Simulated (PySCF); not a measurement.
Two species compared at the same levels of theory.

First species: C8H9F.
Atom-mapped SMILES: `[CH2:1]=[CH:2][C:3]1=[CH:4][CH2:5][CH2:6][C:7]([F:8])=[CH:9]1` (hydrogens: H10, H11 on C1; H12 on C2; H13 on C4; H14, H15 on C5; H16, H17 on C6; H18 on C9)

Second species: C₅H₁₃NSi₂.
Z-matrix (Å and degrees, GFN2-xTB geometry), rows numbered from 1:
```
C 
C   1  1.5264
C   2  1.4689  1  111.87
C   3  1.3079  2  150.75  1    -7.57
C   4  1.4897  3   64.19  2   175.29
N   5  1.4402  3  120.73  4   107.40
Si  6  1.7343  5  117.04  3   -43.60
Si  6  1.7346  5  115.55  3   128.02
H   1  1.0875  2  110.51  3  -179.84
H   1  1.0874  2  110.21  3   -59.68
H   1  1.0872  2  110.29  3    59.86
H   2  1.0955  1  110.11  3  -121.12
H   2  1.0945  1  110.26  3   120.91
H   4  1.0625  3  150.04  5  -177.87
H   5  1.0877  3  119.59  4  -106.55
H   7  1.4700  6  111.51  5    63.31
H   7  1.4654  6  109.52  5   -57.22
H   7  1.4574  6  106.15  5  -176.93
H   8  1.4709  6  110.48  5   -63.41
H   8  1.4677  6  107.90  5    55.40
H   8  1.4567  6  107.50  5   175.59
```

Levels: PBE0/pcSseg-1 for dipole moment, HOMO energy, LUMO energy and HOMO–LUMO gap; GFN2-xTB for rotational constant A and rotational constant C. Geometries: GFN2-xTB. Each structure is a single optimised conformer of the isolated species, non-relativistic unless stated. Electronic properties by PySCF.

The conformers computed, where there is a choice (atom-mapped SMILES and torsion angles):
- `[CH2:1]=[CH:2][C:3]1=[CH:4][CH2:5][CH2:6][C:7]([F:8])=[CH:9]1`: C1–C2–C3–C4 169°
- `[CH3:1][CH2:2][C:3]1=[CH:4][C@H:5]1[N:6]([SiH3:7])[SiH3:8]`: C1–C2–C3–C4 -8°, C4–C5–N6–Si7 18°

Values for the first species:

```
Dipole moment         : 1.67 D
HOMO energy           : -6.12 eV
LUMO energy           : -1.06 eV
HOMO–LUMO gap         : 5.06 eV
Rotational constant A : 2.656 GHz
Rotational constant C : 0.874 GHz
```

**Question.** Estimate the same properties for the second species, and the change in each.

**Answer.** 
```tsv
property	first	second	second less first
dipole moment	1.67 D	1.53 D	-0.14 D
HOMO energy	-6.12 eV	-6.32 eV	-0.20 eV
LUMO energy	-1.06 eV	0.12 eV	+1.18 eV
HOMO–LUMO gap	5.06 eV	6.44 eV	+1.38 eV
rotational constant A	2.656 GHz	2.274 GHz	-0.382 GHz
rotational constant C	0.874 GHz	0.721 GHz	-0.153 GHz
```

On the first: A dipole of 1.67 D is allowed in C1, and pure rotational transitions are dipole-allowed. The dipole equals about 5.6 × 10⁻³⁰ C·m (1 D = 3.33564 × 10⁻³⁰ C·m).

On the second: A dipole of 1.53 D is allowed in C1, and pure rotational transitions are dipole-allowed. The dipole matches unit charges of opposite sign 0.32 Å apart (1 e·Å = 4.8032 D).
